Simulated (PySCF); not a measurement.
**`InChI=1S/C9H12/c1-2-4-8(5-3-1)9-6-7-9/h1-2,5,9H,3-4,6-7H2`**

Cartesian coordinates in Å; atom numbers follow the order of the lines, from 1:
```xyz
21

C     2.696    0.076   -0.022
C     2.103    1.254   -0.076
C     0.632    1.432   -0.282
C    -0.135    0.137   -0.242
C    -1.609    0.322   -0.239
C    -2.397    0.093    1.027
C    -2.595   -0.806   -0.150
C     0.476   -1.038   -0.190
C     1.961   -1.218   -0.164
H     3.765    0.000    0.129
H     2.675    2.166    0.030
H     0.459    1.927   -1.247
H     0.236    2.108    0.486
H    -1.924    1.176   -0.830
H    -1.863   -0.303    1.878
H    -3.176    0.795    1.286
H    -3.510   -0.718   -0.716
H    -2.230   -1.818   -0.082
H    -0.094   -1.957   -0.169
H     2.286   -1.720   -1.086
H     2.235   -1.890    0.659
```

Computed, not measured: GIAO KT3/pcSseg-1 magnetisability, rotational g tensor and spin-rotation constants, non-relativistic, gas phase in PySCF. Geometry: GFN2-xTB.

Give the nuclear spin-rotation constants along the inertial axes (H = +C I·J) beside the isotropic shieldings.

Rotational constants 3.7737, 1.0782, 0.9085 GHz. A star marks the isotopologue with that one atom substituted, in its own axes.
```
atom  isotope  Caa (kHz)  Cbb (kHz)  Ccc (kHz)  mean (kHz)  σ (ppm)
 H10       1H      0.341     -0.107     -0.092       0.047     26.0
 H11       1H     -0.098      0.026     -0.098      -0.057     26.0
 H12       1H     -0.379     -0.074      0.009      -0.148     28.6
 H13       1H     -0.313     -0.028     -0.047      -0.129     28.7
 H14       1H     -0.370     -0.035     -0.062      -0.156     30.8
 H15       1H     -0.354     -0.116     -0.013      -0.161     31.7
 H16       1H     -0.209     -0.050     -0.091      -0.117     31.0
 H17       1H     -0.112     -0.118     -0.062      -0.098     31.3
 H18       1H     -0.375      0.013     -0.105      -0.155     31.0
 H19       1H     -0.118      0.027     -0.104      -0.065     26.6
 H20       1H     -0.323     -0.062     -0.013      -0.133     28.6
 H21       1H     -0.384     -0.045     -0.017      -0.149     28.9
  C1     13C*      1.649      0.344      0.139       0.711     63.5
  C2     13C*      1.554      0.365      0.143       0.688     63.2
  C3     13C*      0.625      0.217      0.141       0.328    148.0
  C4     13C*      1.721      0.403      0.126       0.750     51.6
  C5     13C*      0.516      0.157      0.147       0.273    165.2
  C6     13C*      0.396      0.149      0.158       0.234    170.7
  C8     13C*      1.528      0.343      0.121       0.664     75.6
  C9     13C*      0.629      0.214      0.127       0.323    151.5
```
For the geometry as given, no vibrational averaging.
